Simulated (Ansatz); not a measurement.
Total energies of C₂H₅F₂InO, SMILES `CC[O][In]([F])[F]`.

```xyz
11

C     1.045    0.561   -0.639
C     0.956   -0.376    0.544
O    -0.190   -1.207    0.517
In   -1.967   -0.447    0.216
F    -2.340    1.456    0.196
F    -3.527   -1.547   -0.040
H     1.970    1.144   -0.608
H     0.214    1.277   -0.636
H     1.029   -0.001   -1.576
H     1.814   -1.058    0.546
H     0.996    0.197    1.480
```

Charge 0, multiplicity 1. Correlated methods include outer-core shells of In, which these sets cover unevenly. In takes the def2 core potential. All single points use the PBE0-D4/def2-TZVP geometry. It is one conformer, not always the lowest. Basis def2-TZVPP, Ansatz.

```json
{"functional": "LDA (SPW92)", "energy without D4 (Eh)": "-541.61500", "D4 term (kJ/mol)": "–"}
{"functional": "PBE", "energy without D4 (Eh)": "-544.10914", "D4 term (kJ/mol)": "-20.8"}
{"functional": "revPBE", "energy without D4 (Eh)": "-544.41463", "D4 term (kJ/mol)": "-61.9"}
{"functional": "BLYP", "energy without D4 (Eh)": "-544.37429", "D4 term (kJ/mol)": "-45.3"}
{"functional": "r2SCAN", "energy without D4 (Eh)": "-544.38899", "D4 term (kJ/mol)": "-5.1"}
{"functional": "B97M-V", "energy without D4 (Eh)": "-544.39275", "D4 term (kJ/mol)": "–"}
{"functional": "PBE0", "energy without D4 (Eh)": "-544.11170", "D4 term (kJ/mol)": "-17.7"}
{"functional": "B3LYP", "energy without D4 (Eh)": "-544.55314", "D4 term (kJ/mol)": "-33.6"}
{"functional": "r2SCANh", "energy without D4 (Eh)": "-544.35353", "D4 term (kJ/mol)": "-5.5"}
{"functional": "r2SCAN0", "energy without D4 (Eh)": "-544.30276", "D4 term (kJ/mol)": "-6.1"}
{"functional": "HSE06 (plane-wave form)", "energy without D4 (Eh)": "-544.09428", "D4 term (kJ/mol)": "-16.6"}
{"functional": "BHLYP", "energy without D4 (Eh)": "-544.23820", "D4 term (kJ/mol)": "-26.7"}
```

B3LYP takes the VWN-RPA correlation (the form of Gaussian; ORCA's B3LYP/G). HSE06 is the plane-wave form, built on full-range PBE exchange.
